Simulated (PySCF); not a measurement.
**Two-dimensional NMR puzzle**

Compound of formula C$_{5}$H$_{10}$O$_{2}$. Correlations simulated from computed shifts and the bond graph:

HSQC (one-bond C–H):
```
  δH    δC
4.14  69.2
2.07  23.4
1.70  26.0
0.91  11.2
```

COSY cross peaks (H two or three bonds apart, from the bond graph; peaks can be absent where the dihedral angle is near 90°):
```
  δH    δH
4.14  1.70
1.70  0.91
```

HMBC (two and three bonds, from the bond graph):
```
  δH                 δC
4.14  176.3, 26.0, 11.2
2.07              176.3
1.70         69.2, 11.2
0.91         69.2, 26.0
```

Carbons without hydrogens: δ 176.3.

How the numbers were obtained: geometry from GFN2-xTB, PBE0/pcSseg-1 with gauge-including orbitals, in PySCF 2.14.0 with density-fitted response routines (one conformer, in vacuum, non-relativistic, equivalent nuclei averaged).

Referencing at the same level of theory: ¹H and ¹³C vs TMS.

Exchangeable hydrogens are left out of these lists.

Assemble the structure.

Results:

`CCCOC(C)=O`.

Numbering as in the mapped SMILES `[CH3:1][CH2:2][CH2:3][O:4][C:5]([CH3:6])=[O:7]`; H(Xn) means a hydrogen on atom n.

- δC 176.3 is C5, an ester carbonyl carbon.
- δC 69.2 is C3, an sp3 CH2 bonded to O (δH 4.14).
- δC 26.0 is C2, an sp3 CH2 (δH 1.70).
- δC 23.4 is C6, a methyl carbon α to a carbonyl (δH 2.07).
- δC 11.2 is C1, a methyl carbon (δH 0.91).
- HMBC from δH 4.14 reaches the proton-free carbon C5.
- HMBC from δH 2.07 reaches the proton-free carbon C5.
- COSY links 4.14–1.70, 1.70–0.91.

The data come from this structure; uniqueness wasn't tested.

Shifts are as computed. Against solution values, carbons near 30 ppm lie about +3 ppm off and those near 130 ppm about +5 ppm. Of 1211 compounds with measured shifts, 218 miss one by over three times the rms of a fit or turn the order of signals round; such compounds aren't used in these exercises.
